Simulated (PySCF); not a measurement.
# HBr⁻ at PBE0

Computed with PBE0; basis H def2-SVPD, Br def2-SVPD; no relativity; PySCF 2.14.

```
state                                                                                                              : ²Σ⁺ (doublet), unpaired electrons σ ↑
bond length                                                                                                        : 4.311 bohr
harmonic wavenumber                                                                                                : 510 cm⁻¹
force constant                                                                                                     : 0.153 mdyn/Å
rotational constant Be                                                                                             : 3.256 cm⁻¹
anharmonicity ωexe                                                                                                 : 32.8 cm⁻¹
vibration–rotation constant αe                                                                                     : 0.243 cm⁻¹
well depth De to H + Br⁻                                                                                           : 0.19 eV
dissociation energy D0                                                                                             : 0.16 eV
bond order (Mayer)                                                                                                 : 0.50
dipole moment (positive dipole points towards Br; it is taken about the centre of mass and depends on that origin) : 1.91 D
```

The bond is weak. Basis-set superposition, not corrected here, can be much of De in a small basis, most of all at correlated wavefunction levels. Spin–orbit coupling is left out. For an ion De counts to the pair picked by the measured ionisation energies or electron affinities, which need not be the lowest pair at this level. The state was picked by a PBE0 search and need not be the measured ground state.
